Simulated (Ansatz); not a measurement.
Program: Ansatz. Geometries: PBE0-D4/def2-TZVP. ΔE: electronic, gas phase. CCSD(T)/CBS adds triple-zeta CCSD(T) − MP2 to the extrapolated MP2 energy (def2 sets, frozen cores). This one scheme is used for every species, atoms too. DFT in def2-TZVPP. B3LYP here is the variant with VWN-RPA as its local correlation; programs differ in this. HSE06 is defined as in plane-wave codes. Open shells (•) are unrestricted, without spin–orbit coupling. Spin–orbit coupling would lower the free atoms: a little for C, Si. Each species was taken in one conformer, which may not be the lowest.

`C=C[SiH2]CN` → 3 C• + 9 H• + N• + Si•  (atomization)

(1) What is ΔE at CCSD(T)/CBS? (An estimate is asked.)

(2) What do these levels give: LDA (SPW92), PBE-D4, revPBE-D4, r2SCAN-D4, r2SCANh-D4, HSE06-D4, BLYP, B3LYP, CAM-B3LYP, CCSD/def2-SVP, MP2/def2-TZVPP, CCSD(T)/def2-TZVPP? (Best estimate.)

Largest T1 diagnostic among the species: 0.012.

Results:

(1) Ansatz gave: +5178.6 kJ/mol.

(2) Ansatz gave: LDA (SPW92) 5869.4, PBE-D4 5267.7, revPBE-D4 5158.2, r2SCAN-D4 5175.4, r2SCANh-D4 5150.6, HSE06-D4 5195.6, BLYP 5119.4, B3LYP 5152.5, CAM-B3LYP 5185.1, CCSD/def2-SVP 4852.0, MP2/def2-TZVPP 5084.5, CCSD(T)/def2-TZVPP 5046.9 kJ/mol.

At CCSD(T), def2-SVP lies −277.3 kJ/mol from the extrapolated value and def2-TZVPP −131.7 kJ/mol: correlation converges slowly with the basis, and small sets miss more of it in the bonded molecule than in its fragments. In def2-TZVPP, CCSD(T) changes the Hartree–Fock value by +1253.6 kJ/mol (the triples alone add +69.0 kJ/mol) and MP2 by +1291.2 kJ/mol; breaking electron pairs costs correlation energy, which Hartree–Fock lacks. From BLYP to BHLYP (50 % exact exchange), in def2-TZVPP and without D4, ΔE moves by −86.3 kJ/mol: exact exchange takes away binding that semilocal exchange gives to molecules.

For atomizations the MP2-based limit and the directly extrapolated one differ by several kJ/mol either way, and by 10 to 25 for some Ge, Se and Sn compounds, so smaller differences from it don't rank the levels.
